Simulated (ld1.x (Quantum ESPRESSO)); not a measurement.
# What one change does to a pseudopotential (I, TM semilocal)

| Property | Result |
| --- | --- |
| Element | I |
| Generator | ld1.x (Quantum ESPRESSO) 7.5 |
| Type | norm-conserving Troullier–Martins (semilocal form) |
| Functional | PBE |
| Relativity | scalar-relativistic |
| Frozen core | [Kr] 4d10 |
| Valence charge | 7 |
| Reference configuration | 5s2 5p5 |
| Partial waves | 5s (bound): rc 1.75 bohr; 5d channel at 0.05 Ry: rc 1.65 bohr; 5p (bound): rc 1.75 bohr |
| Local potential | the p channel |
| Core correction | none |

Change: core correction a·sin(br)/r model core inside 1.52 bohr.

Cutoffs: the cutoffs (Ry, on a coarse ladder) from which the occupation-weighted sum of valence levels, in a spherical-Bessel basis at the reference potential, stays within 10 and 1 mRy of its value at 400 Ry; they do not see the model core or the augmentation charge, which bear on the density cutoff. Errors are all-electron minus pseudo energies relative to the spin-unpolarised reference configuration.

**Question.** Predict the effect on cutoff, ghosts and configuration errors.

**Answer.** The potential gets neither clearly harder nor softer (35 Ry and 70 Ry → 35 Ry and 70 Ry); of the 7 tests that both files solve, the error grows in 3 and shrinks in 3 by more than 15 % and 0.3 meV (median size 7.5 → 10.3 meV); neither file shows a bound ghost. A semilocal file is local in each channel, so a ghost entry of none says nothing of the separable form that plane-wave codes build from it. A model core, the more so a compact one, raises the density cutoff, which this test does not measure.

| quantity | base | changed |
| --- | --- | --- |
| cutoff, loose | 35 Ry | 35 Ry |
| cutoff, tight | 70 Ry | 70 Ry |
| bound ghosts | none | none |
| error for 5s2 5p4, meV [ΔE 11.13 eV] | -3.9 | -2.4 |
| error for 5s2 5p3, meV [ΔE 30.98 eV] | -16 | -11 |
| error for 5s2 5p2, meV [ΔE 60.31 eV] | -45 | -44 |
| error for 5s2 5p1, meV [ΔE 99.73 eV] | -88 | -137 |
| error for 5s2 5p4.5, meV [ΔE 4.53 eV] | -1.3 | -1.0 |
| error for 5s1 5p6, meV [ΔE 10.41 eV] | +4.4 | -7.0 |
| error for 5s1 5p5, meV [ΔE 22.11 eV] | +7.5 | -10 |
| s: phases at 1.89 bohr within 0.05 rad from the reference energy up to (Ry; the scan ends near 5) | 4.8 | 4.8 |
| p: phases at 1.89 bohr within 0.05 rad from the reference energy up to (Ry; the scan ends near 5) | 3.9 | 3.9 |
| d: phases at 1.89 bohr within 0.05 rad from the reference energy up to (Ry; the scan ends near 5) | 0.4 | 0.4 |
